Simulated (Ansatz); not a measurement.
`O[B-]1(F)OC(C(F)(F)F)=CC(C(F)(F)F)=[O+]1` and `[CH3][Zn-]1[O]C(C(F)(F)F)=CC(C(F)(F)F)=[O+]1` differ in one atom or group.

Ansatz, PBE0-D4/def2-TZVP geometries, multiplicity 1. Each molecule was computed in one conformer, which needn't be the lowest.

Scalar relativity is left out up to krypton.

```tsv
property	`O[B-]1(F)OC(C(F)(F)F)=CC(C(F)(F)F)=[O+]1`
LUMO energy (PBE/def2-TZVPP) / eV	-4.32
HOMO energy (B3LYP/def2-TZVPP) / eV	-8.70
HOMO–LUMO gap (ωB97M-V/def2-TZVPP) / eV	9.58
LUMO energy (ωB97M-V/def2-TZVPP) / eV	-1.46
size of the dipole moment (B3LYP/def2-TZVPP) / D	2.01
size of the dipole moment (ωB97M-V/def2-TZVPP) / D	2.06
```

(1) What does the change do to each property? (Best estimate.)

Results:

(1) The calculation gave: 
```csv
property,`[CH3][Zn-]1[O]C(C(F)(F)F)=CC(C(F)(F)F)=[O+]1`,shift
LUMO energy (PBE/def2-TZVPP) / eV,-3.71,0.61
HOMO energy (B3LYP/def2-TZVPP) / eV,-8.00,0.70
HOMO–LUMO gap (ωB97M-V/def2-TZVPP) / eV,9.50,-0.08
LUMO energy (ωB97M-V/def2-TZVPP) / eV,-0.81,0.65
size of the dipole moment (B3LYP/def2-TZVPP) / D,0.31,-1.70
size of the dipole moment (ωB97M-V/def2-TZVPP) / D,0.17,-1.89
```

Dipoles are sizes alone; their direction can turn.

B3LYP here is the variant with VWN-RPA as its local correlation; programs differ in this.
